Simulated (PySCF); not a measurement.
C4H8AlN.
SMILES with atom numbers: `[C:1]1#[N+:2][AlH2-:3][CH2:4][CH2:5][CH2:6]1` (hydrogens: H7, H8 on Al3; H9, H10 on C4; H11, H12 on C5; H13, H14 on C6)

Geometry (PBE0-D3(BJ)/def2-SVP, Å), atoms numbered from 1 in this order:
```
atom  x, y, z in Å
C1    -0.4812    0.6892    2.1070
N2    -1.1028    0.0057    2.8110
Al3   -1.7056   -1.5246    1.3048
C4    -0.9716   -0.5393   -0.2974
C5     0.3408    0.2146   -0.0889
C6     0.2226    1.3085    1.0033
H7    -3.2913   -1.5287    1.4796
H8    -0.8192   -2.7433    1.8372
H9    -1.7378    0.1534   -0.6940
H10   -0.8227   -1.2922   -1.0924
H11    0.6998    0.7234   -1.0003
H12    1.1399   -0.4817    0.2159
H13    1.1999    1.6914    1.3337
H14   -0.3787    2.1632    0.6527
```

The closed-shell ground state was solved at several levels (PySCF, density fitting, gas phase, non-relativistic).

```csv
level,basis functions,HOMO (eV),LUMO (eV),gap (eV),dipole (D)
PBE0/def2-SVP,128,-7.22,-1.00,6.22,5.25
BHandHLYP/pcSseg-1,149,-8.48,0.06,8.54,5.32
wB97X-D/pcSseg-1,149,-9.19,0.74,9.93,5.30
PBE0/cc-pVTZ,296,-7.21,-1.01,6.20,5.30
OPBE/pcSseg-1,149,-6.04,-2.00,4.04,5.16
```

(1) Estimate the row for LC-wPBE/def2-SVPD, a basis of 188 functions; the other rows only guide the guess.

(2) Over all these levels, which gives the widest orbital gap and which the narrowest?

(3) How far do the dipole and the HOMO energy spread over the levels?

Results:

(1) HOMO -9.96 eV, LUMO 1.18 eV, gap 11.14 eV, dipole 5.37 D.

(2) LC-wPBE/def2-SVPD (range-separated hybrid) has the widest, 11.14 eV, and OPBE/pcSseg-1 (GGA) the narrowest, 4.04 eV. Functional and basis both differ between the two, so the spread mixes both effects.

(3) The dipole runs from 5.16 to 5.37 D (mean 5.28 D) and the HOMO from -9.96 to -6.04 eV.

One conformer stands for the species.
